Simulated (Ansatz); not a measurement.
`SS[SiH2]Cl` + `[NH2][AlH][SiH3]` → `[NH2][AlH][SiH2][SiH2]Cl` + `SS`  (formal exchange of groups at the Si–S bond)

Calculated with Ansatz (gas phase, PBE0-D4/def2-TZVP geometries, no zero-point term in ΔE). CCSD(T)/CBS is the MP2 limit (def2-TZVPP, def2-QZVPP) plus CCSD(T) − MP2 in def2-TZVPP, frozen cores. This one scheme is used for every species. DFT in def2-TZVPP. B3LYP here is the variant with VWN-RPA as its local correlation; programs differ in this. One conformer a species, not always the lowest.

```tsv
level	ΔE (kJ/mol)	difference from CCSD(T)/CBS
PBE-D4	39.4	-9.3
r2SCAN-D4	46.3	-2.4
ωB97X-V	45.9	-2.8
B2PLYP	50.7	2.0
PBE	40.1	-8.6
B3LYP	47.3	-1.4
SCS-MP2/def2-TZVPP	54.9	6.2
HF/def2-QZVPP	54.6	5.9
HF/CBS(def2)	54.7	6.0
CCSD/CBS(def2)	48.6	-0.1
CCSD(T)/CBS	48.7	0
```

Largest T1 diagnostic among the species: 0.013.
